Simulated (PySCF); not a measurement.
Ionisation energy of Eu⁴⁰⁺ by level of theory

Eu⁴⁰⁺ [Ar] 3d5 (6S) → Eu⁴¹⁺ [Ar] 3d4 (5D), as a difference of total energies. Calculation: PySCF 2.14, in an even-tempered Gaussian basis (18 s from 7.3 bohr⁻², ratio 2.5; 12 p from 9.5 bohr⁻², ratio 2.5; 8 d from 9.5 bohr⁻², ratio 2.5; 4 f from 37 bohr⁻², ratio 2.7; 3 g from 56 bohr⁻², ratio 2.7); scalar relativity by spin-free X2C-1e. Correlated levels: outer shells: [Ne] frozen; virtual orbitals above 40 to 60 times the deepest correlated orbital energy dropped. The calculations carry no spin-orbit coupling.

| method | ionisation energy (eV) |
| --- | --- |
| UHF | 3053.2 |
| LDA | 3050.3 |
| PBE | 3049.7 |
| PBE0 | 3051.1 |
| r2SCAN | 3051.7 |
| PW91 | 3050.1 |
| r2SCANh | 3052.0 |
| MP2 (outer shells) | 3053.6 |
| SCS-MP2 (outer shells) | 3053.0 |

Spin-orbit coupling is strong in these open shells (close to jj coupling). The scalar numbers leave it out and a first-order estimate fails, so it can dominate the gap to the real levels.

Breit and QED terms and the two-electron picture change are absent.

For comparison: 3022 ± 4 eV (theoretical estimate listed by NIST; NIST Atomic Spectra Database, ionization energies).
